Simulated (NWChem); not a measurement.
[NH2][Zn][SH] (ZnNH3S), optimised at PBE0/def2-SVP with NWChem:

highest occupied level (eV): -6.59
orbital gap (eV): 6.22
dipole (D): 2.51
highest harmonic frequency (cm⁻¹): 3673
zero-point energy (kcal/mol): 21.0

All stand in one matching conformer (torsions within 35°), which need not be the lowest.

One S atom is replaced by O, giving [NH2][Zn][OH] (ZnNH3O), optimised at the same level. How do these values move?


| quantity | new value | change |
|---|---|---|
| highest occupied level (eV) | -6.51 | +0.08 |
| orbital gap (eV) | 6.20 | -0.02 |
| dipole (D) | 2.76 | +0.25 |
| highest harmonic frequency (cm⁻¹) | 3922 | +249 |
| zero-point energy (kcal/mol) | 23.5 | +2.5 |
